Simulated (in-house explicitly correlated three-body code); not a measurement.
Computed with an exponentially correlated three-body code. Model: two electrons around a point charge, non-relativistic, variational in 260 exponentially correlated functions (energies converged to about 1e-7 hartree, or 1e-8 relative for large Z).

For two electrons in a singlet the Kohn-Sham orbital is the square root of half the density, so the exact Kohn-Sham potential and energy parts follow from the density alone, and exchange is minus half the Hartree energy. The Kohn-Sham level equals minus the binding energy of the second electron.

Command:
```bash
python run_hyl.py task.json out
```
Settings (lengths in bohr, energies in hartree):
```
Z                      1.065
interaction_strength   1
functions              260
states_tried           13
```

Run time, properties included: 45 s on 1 thread of Arm Neoverse V1 (shared host).

**Those bound S and P states to n = 4 that converged, binding against the one-electron ion.**

Given: nuclear charge 1.065.

Computed: one-electron threshold -0.5671125 hartree.

```tsv
term	energy (hartree)	binding (eV)	quantum defect
1 1S	-0.62099351	1.4662	0.80199
2 1S	-0.568331563	0.033172	0.68361
```

**Converged states only, values per electron or pair.**

```tsv
term	mean r (bohr)	mean r squared (bohr²)	mean inverse r (1/bohr)	mean r12 (bohr)	mean inverse r12 (1/bohr)	mean cosine	mean p1 dot p2 (bohr⁻²)	delta r1 (bohr⁻³)	delta r12 (bohr⁻³)
1 1S	2.3534	8.5476	0.75088	3.7874	0.3574	-0.10434	0.041328	0.20557	0.004278
2 1S	20.876	1000.9	0.54871	40.377	0.032096	-0.0023056	0.00015093	0.19233	1.5378e-05
```

**Exact Kohn-Sham parts of the ground state from its density.**

Computed: Kohn-Sham kinetic 0.59201 hartree; Hartree energy 0.8547 hartree; exchange energy -0.42735 hartree; DFT correlation energy -0.040965 hartree; potential part of the DFT correlation energy -0.069951 hartree; exact minus restricted Hartree-Fock -0.039674 hartree; Kohn-Sham level -1.4662 eV; restricted Hartree-Fock level -1.9618 eV.

What is the total energy?

-0.62099351 hartree.

What is the kinetic part of the DFT correlation energy?

0.028987 hartree.

**Functionals on the exact density and self-consistent, errors are functional minus exact, hybrids only self-consistent, a dash where a self-consistent run leaves the top level unbound.**

```
  result  exchange error (millihartree)  correlation error (millihartree)  functional driven error (millihartree)  self consistent total error (millihartree)  top level plus exact binding (eV)
 revTPSS                        -8.6658                             3.261                                 -5.4048                                           -                                  -
    PW91                         -8.424                            6.8973                                 -1.5267                                           -                                  -
    OLYP                        -10.735                            9.0998                                 -1.6353                                           -                                  -
    AM05                         37.843                           -24.936                                  12.908                                           -                                  -
    TPSS                        -9.7139                            6.9836                                 -2.7303                                           -                                  -
   wB97X                              -                                 -                                       -                                      -2.355                           -0.40221
    BLYP                        -11.429                            9.0998                                 -2.3292                                           -                                  -
     PBE                         -7.128                            8.5963                                  1.4683                                           -                                  -
  PBEsol                         14.197                           0.71405                                  14.911                                           -                                  -
LDA VWN5                          52.49                           -35.208                                  17.283                                           -                                  -
    RPBE                        -15.255                            8.5963                                 -6.6592                                           -                                  -
   M06-L                              ?                                 ?                                       ?                                           -                                  -
LDA PW92                              ?                                 ?                                       ?                                           -                                  -
  r2SCAN                        -9.4644                            9.8864                                 0.42199                                           -                                  -
    BP86                        -11.429                            1.2359                                 -10.193                                           -                                  -
    SCAN                        -9.4644                            9.8864                                 0.42199                                           -                                  -
```

What belongs in the row M06-L?

exchange error (millihartree): -8.5707; correlation error (millihartree): 9.9079; functional driven error (millihartree): 1.3372.

What belongs in the row LDA PW92?

exchange error (millihartree): 52.49; correlation error (millihartree): -35.194; functional driven error (millihartree): 17.297.

The correlation energy of density-functional theory lies 1.3 millihartree below exact minus Hartree-Fock, because the Hartree-Fock density, unlike the exact one, minimises the Hartree-Fock energy.
